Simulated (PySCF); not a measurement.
## Calculated data, Cl$_{2}$HOSi, ClH$_{2}$O$_{2}$Si, F$_{2}$HOSi, H$_{4}$NOSi$_{2}$

Computed with PySCF 2.14.0. Calculation on a computer-drawn molecule: optimised geometry and harmonic frequencies of an isolated molecule of the commonest isotopes, restricted reference for singlets and unrestricted otherwise, frozen core in MP2.

Common to all runs: multiplicity 1.

(1) Cl$_{2}$HOSi

Start structure:
```xyz
5
Cl2HOSi
O      0.5297     2.4903    -0.3731
Si     0.7066     1.4989    -1.5593
Cl     2.0928     1.9151    -2.8532
Cl    -0.4045    -0.0897    -1.7494
H     -0.0753     2.4854     0.3643
```

It was run with charge 1, method MP2 and basis cc-pV(D+d)Z.

The calculation gives: rotational constants 5.281, 2.484, 1.69 GHz; total energy -1283.7802 hartree; convergence status largest gradient component 3.693e-05 hartree/bohr.

Drawn bonds:
| atom | other atom | order |
| --- | --- | --- |
| 1 | 2 | 1 |
| 2 | 3 | 1 |
| 2 | 4 | 1 |
| 1 | 5 | 1 |

Optimised structure:
```xyz
5
Cl2HOSi
O      0.5551     2.5330    -0.3625
Si     0.7083     1.5009    -1.5595
Cl     2.0989     1.9114    -2.8643
Cl    -0.4144    -0.0932    -1.7406
H     -0.0986     2.4478     0.3562
```

Modes:
| frequency (cm⁻¹) | reduced mass (dalton) |
| --- | --- |
| 198.1 | 22.96 |
| 260.5 | 5.972 |
| 284.8 | 19.77 |
| 457.6 | 1.102 |
| 540.5 | 24 |
| 699.6 | 1.541 |
| 808.1 | 5.923 |
| 1079 | 6.917 |
| 3784 | 1.069 |

(2) ClH$_{2}$O$_{2}$Si

Start structure:
```xyz
6
ClH2O2Si
O     -1.1084    -0.1022    -1.2774
Si     0.0068     0.5494    -0.3467
O      0.9083    -0.3682     0.5745
Cl     0.2482     2.4283    -0.2531
H     -1.5210    -0.9470    -1.5617
H      1.0521    -1.3234     0.7797
```

Settings of this run: charge 1, method HF and basis cc-pV(D+d)Z.

The calculation gives: rotational constants 7.601, 3.739, 2.506 GHz; total energy -899.1974 hartree; convergence status largest gradient component 4.005e-05 hartree/bohr.

Drawn bonds:
| atom | other atom | order |
| --- | --- | --- |
| 1 | 2 | 1 |
| 2 | 3 | 1 |
| 2 | 4 | 1 |
| 1 | 5 | 1 |
| 3 | 6 | 1 |

Optimised structure:
```xyz
6
ClH2O2Si
O     -1.1140    -0.0584    -1.2811
Si    -0.0113     0.4931    -0.3339
O      0.9113    -0.3714     0.5709
Cl     0.2332     2.4154    -0.2762
H     -1.4245    -0.9342    -1.4867
H      0.9913    -1.3076     0.7224
```

Modes:
| frequency (cm⁻¹) | reduced mass (dalton) |
| --- | --- |
| 259.7 | 9.957 |
| 320.7 | 3.993 |
| 349 | 7.443 |
| 387.3 | 1.092 |
| 456 | 1.216 |
| 589.4 | 1.16 |
| 637.3 | 2.536 |
| 690 | 2.761 |
| 1091 | 5.86 |
| 1217 | 9.81 |
| 4083 | 1.07 |
| 4097 | 1.07 |

(3) ClH$_{2}$O$_{2}$Si

Start structure:
```xyz
6
ClH2O2Si
O     -1.1140    -0.0584    -1.2811
Si    -0.0113     0.4931    -0.3339
O      0.9113    -0.3714     0.5709
Cl     0.2332     2.4154    -0.2762
H     -1.4245    -0.9342    -1.4867
H      0.9913    -1.3076     0.7224
```

Settings of this run: charge 1, method MP2 and basis cc-pV(D+d)Z.

The calculation gives: rotational constants 7.241, 3.727, 2.461 GHz; total energy -899.7851 hartree; convergence status largest gradient component 3.263e-05 hartree/bohr.

Drawn bonds:
| atom | other atom | order |
| --- | --- | --- |
| 1 | 2 | 1 |
| 2 | 3 | 1 |
| 2 | 4 | 1 |
| 1 | 5 | 1 |
| 3 | 6 | 1 |

Optimised structure:
```xyz
6
ClH2O2Si
O     -1.1416    -0.0378    -1.3077
Si    -0.0106     0.4989    -0.3337
O      0.9429    -0.3601     0.5985
Cl     0.2350     2.4297    -0.2758
H     -1.3929    -0.9656    -1.4556
H      0.9531    -1.3283     0.6897
```

Modes:
| frequency (cm⁻¹) | reduced mass (dalton) |
| --- | --- |
| 247.2 | 10.2 |
| 300.3 | 4.485 |
| 322.2 | 16.68 |
| 365.1 | 1.083 |
| 434.5 | 1.117 |
| 633.8 | 7.467 |
| 644.5 | 1.164 |
| 702 | 1.667 |
| 1032 | 4.547 |
| 1142 | 9.29 |
| 3811 | 1.069 |
| 3826 | 1.069 |

(4) F$_{2}$HOSi

Start structure:
```xyz
5
F2HOSi
O     -0.9032    -0.6424     1.2929
Si     0.0426    -0.0544    -0.0017
F      0.4113     1.5205     0.6380
F     -1.3103     0.6789    -0.9826
H     -1.5669     0.0486     1.6032
```

Here we set charge -1, method HF and basis aug-cc-pV(D+d)Z.

It finds rotational constants 6.922, 6.837, 4.338 GHz; total energy -563.4771 hartree; convergence status largest gradient component 2.1e-05 hartree/bohr.

Drawn bonds:
| atom | other atom | order |
| --- | --- | --- |
| 1 | 2 | 1 |
| 2 | 3 | 1 |
| 2 | 4 | 1 |
| 1 | 5 | 1 |

Optimised structure:
```xyz
5
F2HOSi
O     -0.9227    -0.6030     1.2781
Si     0.0038     0.0013    -0.0329
F      0.4102     1.4883     0.6486
F     -1.2729     0.6292    -0.9367
H     -1.5449     0.0354     1.5927
```

Modes:
| frequency (cm⁻¹) | reduced mass (dalton) |
| --- | --- |
| 182.2 | 1.657 |
| 307.1 | 13.21 |
| 396 | 2.553 |
| 398.7 | 6.443 |
| 683.8 | 19.32 |
| 698.9 | 14.03 |
| 748.8 | 17.37 |
| 964.4 | 1.218 |
| 4134 | 1.065 |

(5) F$_{2}$HOSi

Start structure:
```xyz
5
F2HOSi
O     -0.9227    -0.6030     1.2781
Si     0.0038     0.0013    -0.0329
F      0.4102     1.4883     0.6486
F     -1.2729     0.6292    -0.9367
H     -1.5449     0.0354     1.5927
```

It was run with charge -1, method MP2 and basis aug-cc-pV(D+d)Z.

Results for F$_{2}$HOSi: rotational constants 6.598, 6.519, 4.125 GHz; total energy -564.2030 hartree; convergence status largest gradient component 2.92e-05 hartree/bohr.

Drawn bonds:
| atom | other atom | order |
| --- | --- | --- |
| 1 | 2 | 1 |
| 2 | 3 | 1 |
| 2 | 4 | 1 |
| 1 | 5 | 1 |

Optimised structure:
```xyz
5
F2HOSi
O     -0.9268    -0.6366     1.3007
Si     0.0147    -0.0071    -0.0399
F      0.4325     1.5162     0.6591
F     -1.2938     0.6351    -0.9669
H     -1.5530     0.0437     1.5968
```

Modes:
| frequency (cm⁻¹) | reduced mass (dalton) |
| --- | --- |
| 148.4 | 1.689 |
| 275 | 13.15 |
| 352.5 | 6.703 |
| 359.7 | 2.477 |
| 626.3 | 19.18 |
| 640.3 | 14.04 |
| 676.5 | 17.05 |
| 898.1 | 1.21 |
| 3778 | 1.065 |

(6) H$_{4}$NOSi$_{2}$

Start structure:
```xyz
8
H4NOSi2
O     -0.0612     1.9449     2.3380
Si     1.2891     2.2960     1.6782
N      2.0333     1.3728     0.5256
Si     2.8792     0.5619    -0.7039
H     -0.7188     1.2738     2.3213
H      1.7405     3.5824     2.2203
H      3.8597    -0.3546    -0.2694
H      2.6198     0.8410    -2.0354
```

Here we set charge 1, method HF and basis cc-pV(D+d)Z.

The calculation gives: rotational constants 24, 1.94, 1.836 GHz; total energy -709.3334 hartree; convergence status largest gradient component 1.35e-05 hartree/bohr.

Drawn bonds:
| atom | other atom | order |
| --- | --- | --- |
| 1 | 2 | 1 |
| 2 | 3 | 1 |
| 3 | 4 | 2 |
| 1 | 5 | 1 |
| 2 | 6 | 1 |
| 4 | 7 | 1 |
| 4 | 8 | 1 |

Optimised structure:
```xyz
8
H4NOSi2
O     -0.0738     1.9411     2.3556
Si     1.2919     2.2993     1.6471
N      2.0117     1.4227     0.5325
Si     2.8179     0.6295    -0.5846
H     -0.6254     1.1814     2.2139
H      1.8206     3.5517     2.1476
H      3.8212    -0.3713    -0.2315
H      2.5777     0.8638    -2.0059
```

Modes:
| frequency (cm⁻¹) | reduced mass (dalton) |
| --- | --- |
| 127.3 | 5.51 |
| 139 | 2.413 |
| 162.7 | 1.32 |
| 362.4 | 4.89 |
| 484.6 | 1.33 |
| 653.3 | 3.977 |
| 666.9 | 1.221 |
| 753.7 | 1.251 |
| 770.7 | 1.489 |
| 794.4 | 1.186 |
| 935.4 | 1.117 |
| 1056 | 1.317 |
| 1091 | 3.445 |
| 1516 | 14.21 |
| 2425 | 1.028 |
| 2455 | 1.059 |
| 2504 | 1.045 |
| 4126 | 1.069 |
